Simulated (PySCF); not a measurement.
# Worked example: dipole moment from atomic charges

SiHCl, SMILES [SiH]Cl (connectivity only; charge and spin as stated), neutral, multiplicity 1. Atoms are numbered in the order given.

```xyz
3

Si     0.1106     1.0971     0.0000
H     -1.4045     1.3096     0.0000
Cl    -0.0085    -0.9805     0.0000
```
Charge 0, spin multiplicity 1.

Geometry: r2SCAN-D4/def2-TZVP. The isomer is the one that the SMILES or the coordinates give; other isomers of the formula were not compared.

Charges (e) from CAM-B3LYP/def2-TZVPD (PySCF):

```csv
atom,ESP fit,IAO
Si1,0.128,0.437
H2,-0.012,-0.143
Cl3,-0.115,-0.294
```

The dipole moment of the full density is 1.12 D.

Problem. What dipole moment does each set of point charges give, and which comes closer to that of the density?

Solution. 
μ = Σ q r, and 1 e Å = 4.8032 D.
ESP fit: Σ q r = (0.032, 0.237, 0.000) e Å, |μ| = 1.15 D.
IAO: Σ q r = (0.252, 0.580, 0.000) e Å, |μ| = 3.04 D.
ESP fit comes closer in size. Point charges leave out the atoms' own dipoles (lone pairs, polarised bonds); fits to the potential absorb them, partitions of the density don't.
